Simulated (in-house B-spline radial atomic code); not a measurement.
Results of a calculation; reference values are marked as such.
Tl III (Tl2+) at several levels of theory

Ground configuration [Xe] 4f14 5d10 6s1. All numbers come from a B-spline radial code for spherical atoms, all electrons, at the radial basis limit. Mean-field, RPA, GW and linear-response runs are scalar-relativistic (one-electron X2C), no spin-orbit coupling, without Breit or QED terms, open shells spin-polarised at highest spin; the many-body runs on Dirac-Hartree-Fock orbitals are four-component, and their energies hold both.

Without the two-electron picture change, the correlation of inner shells comes somewhat too large for so heavy an element.

RPA overbinds a lone outer s electron by self-correlation, and G0W0 tends to as well.

**Ionisation energy.** The reference is 29.852 eV (NIST, measured).

```tsv
method	value (eV)	minus reference (eV)
minus the highest LDA VWN5 level	26.13	-3.72
LDA VWN5, difference of total energies	30.74	+0.89
minus the highest PBE level	25.75	-4.10
PBE, difference of total energies	30.32	+0.46
G0W0 on PBE	30.57	+0.71
exact exchange + RPA on PBE	30.41	+0.56
exact exchange + RPA + SOSEX on PBE	29.67	-0.18
minus the highest r2SCAN level	26.05	-3.80
r2SCAN, difference of total energies	30.16	+0.31
minus the highest PBE0 level	26.63	-3.22
PBE0, difference of total energies	29.95	+0.10
G0W0 on PBE0	30.43	+0.58
minus the highest B3LYP (VWN-RPA) level	26.60	-3.25
B3LYP (VWN-RPA), difference of total energies	30.28	+0.43
minus the highest CAM-B3LYP level	28.08	-1.77
minus the highest LC-wPBE level	29.18	-0.67
minus the highest Hartree-Fock level	28.41	-1.44
Hartree-Fock, difference of total energies	28.15	-1.70
G0W0 on Hartree-Fock	30.08	+0.23
MP2, difference of total energies	30.24	+0.38
Brueckner orbital with screened correlation (6s1/2)	29.75	-0.10
```

Question: Which methods come closest, and which lies farthest off?

Answer: Closest: Brueckner orbital with screened correlation (6s1/2) (-0.10 eV) and PBE0, difference of total energies (+0.10 eV). Farthest: minus the highest PBE level (-4.10 eV). The PBE level misses by -4.1 eV while the PBE energy difference misses by +0.46 eV: the semilocal potential lacks the −1/r tail and the energy is convex in the electron number, but total energies at whole numbers are far better.

Run times on one thread of shared hosts: mean field, RPA, SOSEX and G0W0 on PBE, for the atom and its ion, 25 s (Arm Neoverse N1); Brueckner orbitals with all properties, 500 s (Arm Neoverse V1).
